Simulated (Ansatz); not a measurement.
Relaxation of C$_{4}$H$_{9}$BO (15 atoms, charge 0, multiplicity 1), to a largest force component of 0.015 eV/Å in at most 40 steps.

The calculation used RKS PBE-D4/STO-3G in Ansatz.

```xyz
15
Properties=species:S:1:pos:R:3
B -1.458 -0.836 1.006
C -0.415 -1.066 -0.128
C 0.767 -0.187 0.084
C 1.909 -0.643 0.794
O 0.869 1.120 -0.401
C -0.157 1.769 -1.151
H -1.225 -0.982 2.135
H -2.537 -0.370 0.686
H -0.848 -0.852 -1.084
H -0.131 -2.138 -0.075
H 1.821 -1.656 1.229
H 2.720 -0.020 0.989
H -0.341 1.276 -2.129
H -1.093 1.768 -0.575
H 0.129 2.829 -1.342
```

**Question.** Where does it end, and by what steps?

**Answer.** It converged. Limits of this set-up: minimal basis. After 24 steps the energy has fallen by 1.499 eV; H8 moved furthest, 1.81 Å. Joined: B1–C3, B1–C4.

```tsv
step	energy less start (eV)	largest force component (eV/Å)	accepted
0	0.0000	4.743	yes
1	-0.5259	1.073	yes
2	-0.5888	0.705	yes
3	-0.6268	0.204	yes
4	-0.6317	0.076	yes
5	-0.6356	0.089	yes
6	-0.6391	0.075	yes
7	-0.6453	0.284	yes
8	-0.6534	0.190	yes
9	-0.6714	0.336	yes
10	-0.6558	0.912	no
11	-0.6908	0.207	yes
12	-0.7072	0.175	yes
13	-0.7351	0.227	yes
14	-0.7797	0.418	yes
15	-0.8249	0.555	yes
16	-0.8958	0.721	yes
17	-1.0112	0.382	yes
18	-1.1996	0.707	yes
19	-1.4105	0.898	yes
20	-1.4567	0.761	yes
21	-1.4876	0.442	yes
22	-1.4971	0.197	yes
23	-1.4986	0.065	yes
24	-1.4992	0.011	yes
```

```xyz
15
Properties=species:S:1:pos:R:3
B -0.526 -0.775 1.301
C -0.522 -1.028 -0.404
C 0.636 -0.161 -0.092
C 1.179 -0.591 1.218
O 0.783 1.189 -0.396
C -0.208 1.676 -1.408
H -0.768 -1.805 1.821
H -1.111 0.182 1.650
H -1.285 -0.641 -1.097
H -0.263 -2.082 -0.603
H 1.665 -1.582 1.228
H 1.746 0.177 1.772
H -0.195 1.048 -2.326
H -1.234 1.693 -0.973
H 0.114 2.711 -1.650
```

Whether the end is a true minimum wasn't checked by a vibrational analysis.

The run took 85 s on 1 thread of Arm Neoverse V1, with other jobs on the host, peak memory 0.13 GiB.
